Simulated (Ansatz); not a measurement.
`SB(Cl)Br` + `C[O][K]` → `COB(S)Br` + `[Cl][K]` at 600 K and 1 bar (redistribution).

Program: Ansatz. Geometries: PBE0-D4/def2-TZVP. ΔE: electronic, gas phase. CCSD(T)/CBS is the MP2 limit (def2-TZVPP, def2-QZVPP) plus CCSD(T) − MP2 in def2-TZVPP, frozen cores. For Br, K outer-core shells are correlated without core-valence functions, which leaves a few kJ/mol of doubt a bond. Scalar relativity is left out up to krypton. One conformer a species, not always the lowest.

```json
{"species": "`SB(Cl)Br`", "CCSD(T)/CBS energy (Eh)": "-3456.37310", "H − E (kJ/mol)": "83.0", "S (J/(mol·K))": "379.6"}
{"species": "`C[O][K]`", "CCSD(T)/CBS energy (Eh)": "-714.47647", "H − E (kJ/mol)": "138.7", "S (J/(mol·K))": "327.5"}
{"species": "`COB(S)Br`", "CCSD(T)/CBS energy (Eh)": "-3111.62868", "H − E (kJ/mol)": "208.0", "S (J/(mol·K))": "435.0"}
{"species": "`[Cl][K]`", "CCSD(T)/CBS energy (Eh)": "-1059.29673", "H − E (kJ/mol)": "22.6", "S (J/(mol·K))": "264.8"}
```

H − E and S are ideal-gas, rigid-rotor, harmonic terms from PBE0-D4/def2-TZVP, for one conformer and one mirror image of each species. 1 Eh = 2625.50 kJ/mol, R = 8.31446 J/(mol·K).

Question: By hand: ΔE, ΔH, ΔS and ΔG.

Answer: ΔE = (-3111.62868) + (-1059.29673) − (-3456.37310) − (-714.47647) = -0.07584 Eh = -199.1 kJ/mol. Δ(H − E) = 208.0 + 22.6 − 83.0 − 138.7 = 8.9, so ΔH = -190.2 kJ/mol. ΔS = 435.0 + 264.8 − 379.6 − 327.5 = -7.3 J/(mol·K). ΔG = -190.2 − 600 × (-7.3)/1000 = -185.8 kJ/mol.

Question: By hand: the equilibrium constant, and the temperature at which ΔG would vanish if ΔH and ΔS stayed fixed.

Answer: log₁₀ K = −ΔG/(RT ln 10) = 16.2. ΔG = 0 at ΔH/ΔS = 26055 K, far beyond where these terms or the molecules hold.

The number of gas molecules stays the same, so ΔS is small and ΔH decides. A doubt of 5 kJ/mol in ΔE shifts log₁₀ K by 0.4 here. Other conformers and mirror images would add mixing entropy, several J/(mol·K) or more a flexible species. These are equilibria of isolated gas molecules and say nothing of rates. Largest T1 diagnostic: 0.012 (customary marks: 0.02 for closed shells, 0.045 for open ones).
